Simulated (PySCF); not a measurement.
Start geometry of `BN([SiH3])[SiH3]` from GFN2-xTB (Å):
```
atom  x, y, z in Å
B1    -0.016    1.665    0.281
N2    -0.012    0.294    0.083
Si3    1.468   -0.627    0.157
Si4   -1.426   -0.630   -0.257
H5     0.955    2.264    0.486
H6    -1.062    2.268    0.216
H7     1.348   -1.614    1.239
H8     2.608    0.293    0.434
H9     1.662   -1.289   -1.108
H10   -2.609    0.265   -0.242
H11   -1.296   -1.270   -1.555
H12   -1.582   -1.648    0.802
```

Q: What comes out of this run: PBE0-D3(BJ)/def2-SVP geometry optimisation, gas phase in PySCF 2.14.0?

A: 
```
atom  x, y, z in Å
B1    -0.1958    1.3828   -0.0001
N2    -0.1601   -0.0174   -0.1947
Si3    1.3789   -0.8965   -0.1117
Si4   -1.6526   -0.9169   -0.5266
H5     0.8298    1.9872    0.2242
H6    -1.2521    1.9736   -0.0563
H7     1.3089   -1.9222    0.9728
H8     2.4800    0.0667    0.1549
H9     1.6124   -1.6120   -1.4025
H10   -2.8050    0.0224   -0.4976
H11   -1.5517   -1.5775   -1.8630
H12   -1.8238   -1.9879    0.5014
```

The energy falls by 4.2 kcal/mol over 5 energy and gradient evaluations, the largest force component goes from 0.0253 to 1.9e-04 Eh/bohr, and the atoms move by 0.076 Å rms after alignment. The bond that changes most is Si3–H9 (SiH3 silicon to Si–H hydrogen), which lengthens by 0.054 Å. Bonds longer at the end by more than 0.005 Å: 8 of 11; shorter: 0. Among the angles that change most is Si3–N2–Si4, from 114.9° to 119.2°. Rotational constants go from 6474, 3363, 2331 to 6475, 3090, 2199 MHz. The orientation of the end geometry is arbitrary; only internal coordinates are fixed.

The run used 104 basis functions and 30 SCF cycles in all.

No frequency check.
